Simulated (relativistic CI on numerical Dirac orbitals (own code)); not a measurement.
One change at a time: Mo17+

Base calculation: Dirac-Coulomb-Breit CI, separate exchange-only KLI orbitals for each configuration, a model potential for QED, unscaled Slater integrals.

Configurations in the expansion (outside the closed core [Ne]): 3s2.3p6.3d7, 3s2.3p5.3d8, 3s2.3p4.3d9, 3s.3p6.3d8, 3p6.3d9, 3s2.3p6.3d6.4s, 3s.3p5.3d9, 3s2.3p6.3d6.4p, 3s2.3p6.3d6.4d, 3s2.3p6.3d5.4s2, 3s2.3p6.3d6.4f, 3s2.3p5.3d7.4s, 3s2.3p4.3d8.4s, 3s2.3p6.3d5.4s.4p, 3s2.3p6.3d6.5s, 3s2.3p4.3d8.4p, 3s2.3p5.3d7.4p, 3s2.3p6.3d5.4p2, 3s2.3p6.3d6.5p, 3s2.3p6.3d5.4s.4d, 3s2.3p6.3d6.5d, 3s2.3p4.3d8.4d, 3s2.3p6.3d5.4p.4d, 3s.3p5.3d8.4s, 3s2.3p6.3d6.5f, 3s.3p6.3d7.4s, 3s2.3p5.3d6.4s2, 3s2.3p6.3d6.5g, 3s.3p5.3d8.4p, 3s2.3p6.3d6.6s, 3s2.3p6.3d6.6p, 3s.3p6.3d7.4p, 3s2.3p6.3d6.6d, 3p6.3d8.4s. Levels of other configurations are missing.

Variants: (1) valence Slater integrals scaled by 0.9; (2) QED terms removed; (3) only the first configuration. Shifts of the energy above 3s2.3p6.3d7 4F_9/2, in cm⁻¹, for the lowest level and the first level of each name with at least 55 % of one term (blank where a level changes its place among those of its configuration and J or its character, or is not in the variant):

```
               Level     Base    Δ(1)  Δ(2)   Δ(3)
  3s2.3p6.3d7 4F_9/2        0       0     0      0
  3s2.3p6.3d7 4F_7/2    21629    +279   -77    -39
  3s2.3p6.3d7 4F_5/2    31119    -438   -83   +717
  3s2.3p6.3d7 4F_3/2    36083   -1267   -73  +1488
  3s2.3p6.3d7 4P_5/2    61937   -4272   -48  +3861
  3s2.3p6.3d7 2G_9/2    65017   -4772   -51    +18
  3s2.3p6.3d7 4P_1/2    71639   -4428   -69  +5030
  3s2.3p6.3d7 2G_7/2    83594   -4906  -104   +806
 3s2.3p6.3d7 2H_11/2    89601   -7041   -68  -2435
  3s2.3p6.3d7 2D_5/2    93564   -5280  -105  +6462
  3s2.3p6.3d7 2P_1/2   102991   -4728  -151  +7596
  3s2.3p6.3d7 2H_9/2   111738   -6564  -150  -1827
  3s2.3p6.3d7 2D_3/2   127701   -5646  -205  +6502
  3s2.3p6.3d7 2F_5/2   135352  -11215   -56  +4477
  3s2.3p6.3d7 2F_7/2   146815  -10734  -111  +4165
3s2.3p5.3d8 4G°_11/2  1203447   +8466  +244       
 3s2.3p5.3d8 2F°_7/2  1242657   +5790  +229       
 3s2.3p5.3d8 2D°_5/2  1247199   +4970  +245       
 3s2.3p5.3d8 4G°_9/2  1247238   +7157  +156       
 3s2.3p5.3d8 2D°_3/2  1295407   +3012  +154       
 3s2.3p5.3d8 2S°_1/2  1301907    +374  +210       
 3s2.3p5.3d8 4D°_1/2  1353310   -2284  +142
```

At this charge energies of transitions that change n are usually good to better than 1 %, and those within a shell (Δn = 0) to a few per cent. Terms inside the open d or f shell come out 10 to 20 % too wide with unscaled integrals.

Ionisation energy from the two ground configurations alone: base 702.742 eV; valence Slater integrals scaled by 0.9 703.179 eV. The NIST ASD value (theoretical) is 702 eV.

LS names give the leading component of a level, which can be under half, so a name can repeat, a term be missing and a line seem to break the LS rules.
